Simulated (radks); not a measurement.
Coulomb parameter of the 4f shell of the praseodymium ion Pr2+ in the model configuration [Xe] 4f1 5d2, as a second difference U = [E(n + 1) + E(n - 1) - 2 E(n)] / (1)^2 with all orbitals relaxed. "Bare": the charge of the atom changes with n. "Screened": the 5d shell takes up the change at fixed total charge, which measures U(4f,4f) + U(5d,5d) - 2 U(4f,5d). Method: scalar-relativistic Kohn-Sham, PBEsol, spin-unpolarised, spherical densities, point nucleus; computed with a radial shooting solver on a logarithmic mesh with Libxc functionals.

case	configuration	E - E(n) (eV)
start	[Xe] 4f1 5d2	0.000
bare +1	[Xe] 4f2 5d2	-17.655
bare -1	[Xe] 5d2	34.650
screened +1	[Xe] 4f2 5d1	-6.714
screened -1	[Xe] 5d3	12.021

U(bare) = 16.995 eV, U(screened by 5d) = 5.306 eV, against the Slater integral F0(4f,4f) = 26.355 eV with frozen orbitals.
